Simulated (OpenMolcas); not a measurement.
# Mn+, Tc+, Re+: d5 s down the group

```json
{
 "Program": "OpenMolcas 26.06",
 "Method": "SS-CASPT2, IPEA 0.25 Eh, imaginary shift 0.1 Eh",
 "Basis": "ANO-RCC-VTZP",
 "Scalar Hamiltonian": "DKH2, point nucleus",
 "Spin-orbit coupling": "RASSI with atomic mean-field integrals over the reference wave functions, term energies averaged over their components"
}
```

Active space for each ion: 6 electrons in 6 orbitals (d s); closed shells correlated by CASPT2: Mn+ 3s 3p; Tc+ 4s 4p; Re+ 5s 5p.

Computed levels in cm-1 above 7S3:

| Level | Mn+ | Tc+ | Re+ |
| --- | --- | --- | --- |
| 5S2 | 8300 | 11960 | 19360 |
| 5G4 | 29060 | 22320 | 22610 |
| 5G5 | 29060 | 22380 | 23400 |
| 5G3 | 29060 | 22250 | 21820 |
| 5G2 | 29060 | 22200 | 21310 |
| 5G6 | 29060 | 22430 | 23800 |
| 5P2 | 31780 | 24910 | 26280 |
| 5D4 | 33980 | 26320 | 16790 |
| 5D0 | 33990 | 26510 | 17570 |
| weight of 7S in the lowest level (%) | 100 | 99 | 94 |

Mixed levels, with the weight of the term that names them: Tc+ 5P2 (64 %), Re+ 5S2 (68 %), Re+ 5G3 (74 %), Re+ 5P2 (53 %).

Measured, with the error of the calculation in %. Measured levels: Mn+, Re+ from NIST Handbook of Basic Atomic Spectroscopic Data.

| Level | Mn+ | Re+ |
| --- | --- | --- |
| 5S2 | 9473 (-12.4) | 17224 (+12.4) |
| 5G4 | 27584 (+5.3) | 20463 (+10.5) |
| 5G5 | 27571 (+5.4) | 20976 (+11.6) |
| 5G3 | 27588 (+5.3) | 19140 (+14.0) |
| 5G2 | 27589 (+5.3) | 18846 (+13.1) |
| 5G6 | 27547 (+5.5) | 20782 (+14.5) |

Without spin-orbit coupling 5S lies 8290, 11990, 18720 cm-1 above 7S in that order; the difference to the level 5S2, of either sign, comes from spin-orbit coupling, which also lowers the zero.

Term energies are means over components that CASPT2 splits; among the terms shown or strongly mixed into the levels shown the widest spread is 140 cm-1 (4d5 5s 5D, Tc+). No level of 3d6 was computed, though it lies in the active space (holds for Mn+). Some high roots are left out of the spin-orbit mixing, which shifts the levels that they would mix with (holds for Tc+). Configurations are named by rounded mean occupations; where the s occupation lies near a half they are strongly mixed, a name can repeat and a true partner stay unpaired (holds for Re+). Computed and measured levels are paired by configuration, term and J; levels that our copy of the source lacks, or whose pairing is in doubt (as where it misses far off the trend of its configuration), stay unpaired and out of the deviations. Only configurations of the active space appear.
